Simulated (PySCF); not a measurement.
C7H8N2.
Structure used (GFN2-xTB), in Å, numbered top down from 1:
```
atom  x, y, z in Å
C1     3.5403    0.5190   -0.7852
C2     2.7927   -0.0135   -0.0179
C3     1.8445   -0.6578    0.8736
N4     0.4860   -0.4298    0.4508
C5    -0.0753   -0.7493   -0.7323
C6    -1.3826   -0.3315   -0.6752
C7    -1.5238    0.2417    0.6031
C8    -2.7369    0.8595    1.2015
N9    -0.3801    0.1710    1.2628
H10    4.2125    0.9876   -1.4402
H11    2.0546   -1.7355    0.9087
H12    1.9356   -0.2422    1.8817
H13    0.4841   -1.2336   -1.5076
H14   -2.1325   -0.4214   -1.4344
H15   -2.5184    1.1779    2.2169
H16   -3.5600    0.1460    1.2178
H17   -3.0478    1.7238    0.6156
```

Method used: TDDFT B3LYP/def2-SVPD, vertical, gas phase, core orbitals frozen in the response (PySCF).

Ground-to-excited transition dipoles (e·a0, same axes as the geometry; the sign carries no meaning), for the states with f of 0.002 or more among the lowest 7:

```csv
state,E (eV),μx,μy,μz
S1,5.991,0.738,-0.080,0.115
S2,6.279,-0.258,0.263,0.130
S3,6.369,-0.234,0.008,0.217
S4,6.470,0.190,0.179,0.043
S5,6.538,-0.104,-0.054,-0.007
S6,6.590,-0.105,0.176,-0.134
S7,6.664,-0.208,0.126,-0.080
```

Q: Work out the oscillator strengths.

A: f = (2/3) ΔE |μ|² with ΔE in hartree (27.2114 eV).

```csv
state,|μ|² (au),|μ| (D),f
S1,0.564,1.91,0.083
S2,0.152,0.99,0.023
S3,0.102,0.81,0.016
S4,0.070,0.67,0.011
S5,0.014,0.30,0.002
S6,0.060,0.62,0.010
S7,0.065,0.65,0.011
```

Q: Which bond between heavy atoms lies closest to the direction of the S1 transition dipole?

A: C3–N4, at 9° from it; next C5–C6 at 16°.

Q: What angle do the transition dipoles of S1 and S4 make?

A: |cos θ| = |μa·μb| / (|μa| |μb|) = 0.66, so θ ≈ 49° (taken between 0 and 90°, since the signs are arbitrary).

Q: What peak molar absorption coefficient would the strongest computed level give as a lone Gaussian band 0.5 eV wide at half height?

A: ε(max) = 2.175×10⁸ f / FWHM, with the width in cm⁻¹. S1: 2.175×10⁸ × 0.0828 / 4033 ≈ 4500 L mol⁻¹ cm⁻¹.

The run took 42 s wall on one thread, Arm Neoverse V2 (aarch64), shared host with 96 logical CPUs at a one-minute load of 39, and the process peaked at 0.98 GiB of memory.

One conformer stands for the species.
